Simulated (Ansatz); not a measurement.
The cation of H3InO2 (`[OH][InH][OH]`) at the neutral geometry.

```yaml
crystal:
  periodic: [false, false, false]
  atoms:
    - {symbol: O, position_ang: [-1.024911, -1.053685, 0.443570]}
    - {symbol: In, position_ang: [0.017390, 0.344775, -0.504735]}
    - {symbol: O, position_ang: [1.614325, 0.701800, 0.598217]}
    - {symbol: H, position_ang: [-1.834167, -1.316805, 0.000535]}
    - {symbol: H, position_ang: [-0.348931, 1.108401, -1.969913]}
    - {symbol: H, position_ang: [1.618394, 0.151514, 1.386126]}
basis:
  gaussian: {orbitals: def2-TZVPP}
total_charge: 1
magnetization: {spin_polarized: true, initial_magnetization: 1}
hamiltonian: {xc: {name: B3LYP}, dispersion: d4}
```

```sh
$ ansatz run in.yaml --threads 2 --pin off --events-out ev --progress --plain --max-ram 32768MiB --backend cpu
```

Shortened log:

```
Functional definition: B3LYP
944 factors; their error is unknown
mean field evaluation 1: about -9275.8854 eV, gradient 9.8e1 eV
mean field evaluation 2: about -8945.1190 eV, gradient 2.2e2 eV
mean field evaluation 4: about -9305.8743 eV, gradient 3.3e1 eV
mean field evaluation 8: about -9310.7834 eV, gradient 1.5e0 eV
mean field evaluation 16: about -9310.8393 eV, gradient 6.3e-3 eV
mean field evaluation 32: about -9310.8393 eV, gradient 1.2e-5 eV
mean field -9310.83929724 eV, -342.1670330599 hartree, gradient 1.2e-5 eV, S^2 0.768677; 4 other end points of the search recorded, 0 dependent functions left out
reference -9310.83952356 eV, -342.1670413771 hartree; 20, 19 occupied and 134, 135 virtual orbitals, 944 factors
Total energy: -9310.94566950 eV, -342.1709421686 hartree
```

It took 16 s on 2 threads of a server CPU on a shared host, with 0.53 GiB of host memory at the peak.
